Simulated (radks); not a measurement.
Species: the copper ion Cu+. Configuration: [Ar] 3d10.

Calculated with a radial shooting solver on a logarithmic mesh with Libxc functionals: non-relativistic Kohn-Sham, exchange-only B88, spin-polarised, spherical densities, point nucleus.

Energy parts (eV):
part                   energy
total              -44599.401
kinetic             44599.401
electron-nucleus  -106580.915
Hartree             19170.737
exchange            -1788.624

Orbitals (lengths in bohr, moments of r in powers of bohr):
orbital  occ.  eigenvalue (eV)     <r^2>
1s          2        -8756.793  0.003750
2s          2        -1047.537   0.06715
2p          6        -919.5474   0.05290
3s          2        -118.3984    0.6049
3p          6         -78.6588    0.6752
3d         10         -12.8412     1.435

The highest occupied level is 3d at -12.841 eV. For comparison, the ionisation energy in NIST's Atomic Spectra Database is 20.292 eV (measured). In exact Kohn-Sham theory the highest level is minus the ionisation energy, but local and semilocal functionals leave it too shallow, through self-interaction and a potential that decays too fast; potentials with the right tail come closer. The density falls to 0.001 e/bohr^3 at r = 3.34 bohr. The electron density at the nucleus is 1.664e+04 e/bohr^3. Summed over all electrons, <r^2> = 20.07 bohr^2, which gives a Langevin (diamagnetic) susceptibility term of -15.9 x 10^-6 cm^3/mol. Virial ratio -V/T = 2.00000.
